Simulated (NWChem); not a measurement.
Everything below was run with NWChem. System: acetate (C$_{2}$H$_{3}$O$_{2}$ (-1)), charge -1, spin multiplicity 1, at a geometry optimised with PBE/def2-SVP. Level: G0W0@HF/def2-TZVPD, RI basis def2-tzvpd-rifit.

Job file:

```
start mol
memory heap 200 mb stack 700 mb global 1700 mb
charge -1
geometry units angstroms nocenter noautoz noautosym
  C     -1.353836    -0.160748    -0.001137
  C      0.224700     0.019147    -0.000173
  O      0.895094    -1.038584    -0.135871
  O      0.607957     1.212078     0.136544
  H     -1.784479     0.248340     0.940910
  H     -1.661402    -1.223367    -0.112007
  H     -1.803714     0.436683    -0.826429
end
basis spherical
  * library def2-tzvpd
end
basis "ri basis" bse spherical
  * library def2-tzvpd-rifit
end
dft
  xc hfexch
  iterations 100
  direct
  tolerances tight
end
task dft energy
gw
  method cdgw
  states alpha occ 4 vir 2
end
task dft gw
```

NWChem printed:

```
             Northwest Computational Chemistry Package (NWChem) 7.3.0
             --------------------------------------------------------

                                NWChem Input Module
                                -------------------

 Scaling coordinates for geometry "geometry" by  1.889725989
 (inverse scale =  0.529177249)

                             Geometry "geometry" -> ""
                             -------------------------

 Output coordinates in angstroms (scale by  1.889725989 to convert to a.u.)

  No.       Tag          Charge          X              Y              Z
 ---- ---------------- ---------- -------------- -------------- --------------
    1 C                    6.0000    -1.35383600    -0.16074800    -0.00113700
    2 C                    6.0000     0.22470000     0.01914700    -0.00017300
    3 O                    8.0000     0.89509400    -1.03858400    -0.13587100
    4 O                    8.0000     0.60795700     1.21207800     0.13654400
    5 H                    1.0000    -1.78447900     0.24834000     0.94091000
    6 H                    1.0000    -1.66140200    -1.22336700    -0.11200700
    7 H                    1.0000    -1.80371400     0.43668300    -0.82642900

 Effective nuclear repulsion energy (a.u.)     110.6457224265

            Nuclear Dipole moment (a.u.)
            ----------------------------
        X                 Y               Z
 ---------------- ---------------- ----------------
    -0.0000056692     0.0000037795    -0.0000037795


 Summary of "ao basis" -> "" (spherical)
 ------------------------------------------------------------------------------
       Tag                 Description            Shells   Functions and Types
 ---------------- ------------------------------  ------  ---------------------
 *                         def2-tzvpd                 on all atoms

 new library libraries.bse/

 Summary of "ri basis" -> "" (spherical)
 ------------------------------------------------------------------------------
       Tag                 Description            Shells   Functions and Types
 ---------------- ------------------------------  ------  ---------------------
 *                      def2-tzvpd-rifit              on all atoms

  xc_inp: hfexch multiplicative factor not found.

                                 NWChem DFT Module
                                 -----------------

 Summary of "ao basis" -> "ao basis" (spherical)
 ------------------------------------------------------------------------------
       Tag                 Description            Shells   Functions and Types
 ---------------- ------------------------------  ------  ---------------------
 C                         def2-tzvpd               13       37   6s3p3d1f
 O                         def2-tzvpd               14       40   6s4p3d1f
 H                         def2-tzvpd                5        9   3s2p

 Summary of "ao basis" -> "ao basis" (spherical)
 ------------------------------------------------------------------------------
       Tag                 Description            Shells   Functions and Types
 ---------------- ------------------------------  ------  ---------------------
 C                         def2-tzvpd               13       37   6s3p3d1f
 O                         def2-tzvpd               14       40   6s4p3d1f
 H                         def2-tzvpd                5        9   3s2p

            General Information
            -------------------
          SCF calculation type: DFT
[...]
   Bfn.  Coefficient  Atom+Function         Bfn.  Coefficient  Atom+Function
  ----- ------------  ---------------      ----- ------------  ---------------
   121      0.284310  4 O  px                81      0.270117  3 O  px
   124      0.253868  4 O  px                84      0.239139  3 O  px
     7      0.200837  1 C  px                10      0.189059  1 C  px
   127      0.188386  4 O  px                87      0.171689  3 O  px
     4      0.135260  1 C  s                  5     -0.126887  1 C  s

 Vector   17  Occ=0.000000D+00  E= 2.014452D-01
              MO Center= -9.5D-01, -2.3D-01, -1.3D-02, r^2= 1.5D+01
   Bfn.  Coefficient  Atom+Function         Bfn.  Coefficient  Atom+Function
  ----- ------------  ---------------      ----- ------------  ---------------
     5      9.495677  1 C  s                 43      4.894681  2 C  s
    80     -4.599055  3 O  s                120     -4.459771  4 O  s
    50      3.201278  2 C  px               166     -3.040139  6 H  s
     6      2.739028  1 C  s                157     -2.511391  5 H  s
   175     -2.505987  7 H  s                 13      1.091140  1 C  px

 Vector   18  Occ=0.000000D+00  E= 2.204645D-01
              MO Center= -3.9D-01, -1.8D-01, -1.7D-02, r^2= 1.9D+01
   Bfn.  Coefficient  Atom+Function         Bfn.  Coefficient  Atom+Function
  ----- ------------  ---------------      ----- ------------  ---------------
    43     13.402217  2 C  s                 42      8.031438  2 C  s
    80     -8.046659  3 O  s                120     -7.276018  4 O  s
     5     -5.758593  1 C  s                  6     -5.759189  1 C  s
   166      3.262856  6 H  s                157      1.904940  5 H  s
   175      1.888328  7 H  s                 79     -1.710646  3 O  s

 Vector   19  Occ=0.000000D+00  E= 2.320561D-01
              MO Center=  8.6D-01,  3.5D-01,  3.0D-02, r^2= 1.9D+01
   Bfn.  Coefficient  Atom+Function         Bfn.  Coefficient  Atom+Function
  ----- ------------  ---------------      ----- ------------  ---------------
   120     -6.692746  4 O  s                 80      6.444551  3 O  s
    51      3.376556  2 C  py               131      2.836769  4 O  py
    91      2.564337  3 O  py                 5      1.680100  1 C  s
   119     -1.511472  4 O  s                 79      1.502417  3 O  s
    63      1.186370  2 C  d -2             128      0.979105  4 O  py

 center of mass
 --------------
 x =   0.16654215 y =   0.01707583 z =  -0.00007884

 moments of inertia (a.u.)
 ------------------
         160.736204484601          -1.218716118828           2.148260130770
          -1.218716118828         186.858131224751         -17.556574709592
           2.148260130770         -17.556574709592         331.976484756705

     Multipole analysis of the density
     ---------------------------------

     L   x y z        total         alpha         beta         nuclear
     -   - - -        -----         -----         ----         -------
     0   0 0 0     -1.000000    -16.000000    -16.000000     31.000000

     1   1 0 0     -1.573627     -0.786811     -0.786811     -0.000006
     1   0 1 0     -0.189979     -0.094991     -0.094991      0.000004
     1   0 0 1     -0.001575     -0.000785     -0.000785     -0.000004

     2   2 0 0    -24.062416    -65.355444    -65.355444    106.648471
     2   1 1 0      0.355315     -0.878228     -0.878228      2.111771
     2   1 0 1      0.110387      0.594669      0.594669     -1.078950
     2   0 2 0    -26.878215    -53.236029    -53.236029     79.593843
     2   0 1 1     -0.938117     -4.868260     -4.868260      8.798402
     2   0 0 2    -19.169883    -12.937620    -12.937620      6.705357

 Task  times  cpu:       87.9s     wall:       87.9s

                                NWChem Input Module
                                -------------------

                                 NWChem GW Module
                                 ----------------

                             ***********************
                             ***        GW       ***
                             ***********************

 Summary of "ri basis" -> "ri basis" (spherical)
 ------------------------------------------------------------------------------
       Tag                 Description            Shells   Functions and Types
 ---------------- ------------------------------  ------  ---------------------
 C                      def2-tzvpd-rifit            26       92   9s7p5d4f1g
 O                      def2-tzvpd-rifit            26       92   9s7p5d4f1g
 H                      def2-tzvpd-rifit            10       24   5s3p2d

                 Memory Information
                 ------------------
          Available GA per process is          1699.8 MBs
          Available stack per process is        700.0 MBs
          Available heap per process is         199.9 MBs

          Peak memory in Initialization
              Peak GA per process is                 12.8 MBs
              Peak stack per process is               0.4 MBs
              Peak heap per process is               13.1 MBs
              Memory not in MA per process            0.0 MBs

          Peak memory in CDGW Calculation
              Peak GA per process is                 15.9 MBs
              Peak stack per process is               3.0 MBs
              Peak heap per process is                3.5 MBs
              Memory not in MA per process            0.0 MBs

          Computing 2-center integrals
          Computing Inverse Cholesky factor
          Computing 3-center integrals
          Computing Vxc
          Computing Sigma_x
          Computing W(iw) on the imaginary grid
          Solving quasiparticle equations

                  Alpha Orbitals
          State     Energy (eV)     Error (eV)
          -----------------------------------
@GW        13         -7.793           0.002
@GW        14         -4.138           0.003
@GW        15         -4.318           0.002
@GW        16         -5.188           0.002
@GW        17          5.239           0.002
@GW        18          5.823           0.003

     GW Timing Statistics
   ------------------------
   Init.   :          0.1s
     ERIs  :          3.7s
     Distr.:          0.0s
     Vxc   :          7.2s
   Vmo     :          0.0s
   iW      :          5.5s
   I_n     :          0.0s
   R_n     :          0.1s
   GW total:         16.6s

 Task  times  cpu:       16.6s     wall:       16.6s

 Total times  cpu:      104.6s     wall:      104.6s
```
